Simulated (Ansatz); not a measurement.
`OCC(F)[SiH3]` and `N[SiH2]C(F)[SiH3]` differ in one atom or group.

Ansatz, PBE0-D4/def2-TZVP geometries, multiplicity 1. Each molecule was computed in one conformer, which needn't be the lowest.

```csv
property,`OCC(F)[SiH3]`
LUMO energy (ωB97M-V/def2-TZVPP) / eV,2.16
HOMO–LUMO gap (ωB97M-V/def2-TZVPP) / eV,12.72
LUMO energy (PBE0/def2-TZVPP) / eV,0.60
HOMO energy (PBE0/def2-TZVPP) / eV,-8.18
HOMO energy (ωB97M-V/def2-TZVPP) / eV,-10.56
LUMO energy (PBE/def2-TZVPP) / eV,-0.27
```

Problem. Give the same properties after the change, and the shifts. (Estimate.)

Solution. The calculation gave: 
| property | `N[SiH2]C(F)[SiH3]` | shift |
| --- | --- | --- |
| LUMO energy (ωB97M-V/def2-TZVPP) / eV | 1.81 | -0.35 |
| HOMO–LUMO gap (ωB97M-V/def2-TZVPP) / eV | 11.54 | -1.18 |
| LUMO energy (PBE0/def2-TZVPP) / eV | 0.28 | -0.32 |
| HOMO energy (PBE0/def2-TZVPP) / eV | -7.42 | 0.76 |
| HOMO energy (ωB97M-V/def2-TZVPP) / eV | -9.73 | 0.83 |
| LUMO energy (PBE/def2-TZVPP) / eV | -0.56 | -0.29 |

With PBE0 the HOMO rises by 0.76 eV and the LUMO falls by 0.32 eV, so the gap narrows by about 1.08 eV. PBE moves the HOMO by 0.53 eV and ωB97M-V by 0.83 eV.
